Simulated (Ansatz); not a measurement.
Coupled-cluster diagnostics for Na6Zr, Ansatz.

Geometry of the singlet (PBE-D4/def2-SVP):

```xyz
7

Zr   -0.011   -0.004    0.003
Na   -0.088    3.217    1.041
Na    1.885   -2.149    1.807
Na    0.106   -3.220   -1.048
Na   -0.199   -0.547   -3.332
Na   -1.886    2.156   -1.810
Na    0.192    0.547    3.338
```

In the def2 sets Zr takes a core potential; there is no spin–orbit coupling. Correlated methods freeze 6 core orbitals; core or outer-core shells of Zr, Na are correlated, in sets that lack core-valence functions. No other spin state of charge 0 was run. Another isomer (quintet) lies 1.31 eV lower at PBE0-D4/def2-TZVP; other spin states weren't run for this one.

Problem. Estimate the CCSD(T) correlation energy, the shares of MP2 and (T), T1 and the reference's ⟨S²⟩ for: charge 0, singlet, own geometry in def2-SVP; and the rough time on 4 threads of Intel Xeon 6975P-C on a shared host.

Solution. 
```json
{"state": "charge 0, singlet, own geometry", "basis": "def2-SVP", "correlation (eV)": "-10.474", "MP2 share (%)": "91.5", "(T) share (%)": "8.3", "T1": "0.032", "⟨S²⟩ (pure)": "0.00 (0.00)", "wall time": "68 s", "remarks": "restricted SCF unstable"}
```
Customary marks for T1 are 0.02 (closed shells), 0.045 (open shells) and about 0.05 (3d metals). T1 exceeds 0.02 in 1 of 1 rows and 0.045 in 0; the higher it lies, the less the single-reference result can be trusted.
